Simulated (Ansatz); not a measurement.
Basis-set extrapolation for C2H7NSi (`CC[Si]N`) (PBE0-D4/def2-TZVP geometry, frozen core, Ansatz). Multiplicity 1, RHF reference.

|  | def2-TZVPP | def2-QZVPP |
| --- | --- | --- |
| HF | -423.252303 | -423.267794 |
| MP2 correlation | -0.673828 | -0.719180 |
| CCSD(T) correlation | -0.747557 | -0.787334 |

Energies in hartree. Use E(X) = E(∞) + A·exp(−7.88·√X) for Hartree–Fock and E(X) = E(∞) + B·X^(−2.97) for correlation, with X = 3 and 4.

Q: What is the CCSD(T) energy at the basis-set limit?

A: HF limit: -423.267794 + (-0.015491) × 0.13774 = -423.26993. Correlation limit: -0.787334 + (-0.039777) × 0.74074 = -0.81680. Total: -424.08673 hartree, 2.36 eV below CCSD(T)/def2-TZVPP.
